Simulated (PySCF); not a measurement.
**How methods differ on the ionisation energy of Cl+**

Cl+ [Ne] 3s2 3p4 (3P) → Cl(2+) [Ne] 3s2 3p3 (4S), as a difference of total energies. All numbers are calculated (PySCF 2.14, the non-relativistic Hamiltonian (point nucleus), in def2-SVP (4s3p1d, 18 functions)). Correlated levels: valence: [Ne] frozen. The calculations carry no spin-orbit coupling.

```tsv
method	ionisation energy (eV)	error (eV)
UHF	22.733	-1.038
PBE0	23.958	+0.187
M06-2X	23.965	+0.194
MP2 (valence)	23.179	-0.592
SCS-MP2 (valence)	23.213	-0.558
CCSD (valence)	23.180	-0.591
CCSD(T) (valence)	23.185	-0.586
```

Reference: 23.771 eV (measured; NIST levels, between the centres of gravity of the two terms).

Errors of the correlated levels include the incompleteness of this basis and the frozen core.
